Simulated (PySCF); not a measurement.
Stepwise substitution at one centre (Ga F-Br). Isolated molecules, 0 K electronic values unless said otherwise. Strings in code marks are SMILES.

Calculation: PBE-D3(BJ)/def2-TZVP // PBE0-D4/def2-TZVP in PySCF. All candidates: neutral, multiplicity 1. Excitations are Tamm–Dancoff values on a coarser integration grid. The basis has no diffuse functions, so Rydberg states are missing or too high.

```json
{
  "T1 excitation (TDA)": "6.11 eV",
  "S1 excitation (TDA)": "6.43 eV",
  "LUMO": "-3.36 eV"
}
```

Problem. Say which member has these values.
A) `[F][Ga]([Br])[Br]`
B) `[F][Ga]([F])[F]`
C) `[Br][Ga]([Br])[Br]`
D) `[F][Ga]([F])[Br]`

Solution. B, `[F][Ga]([F])[F]`. The others give `[F][Ga]([Br])[Br]`: 4.44 eV, 4.79 eV, -3.09 eV; `[Br][Ga]([Br])[Br]`: 4.17 eV, 4.47 eV, -3.09 eV; `[F][Ga]([F])[Br]`: 4.72 eV, 5.10 eV, -3.17 eV
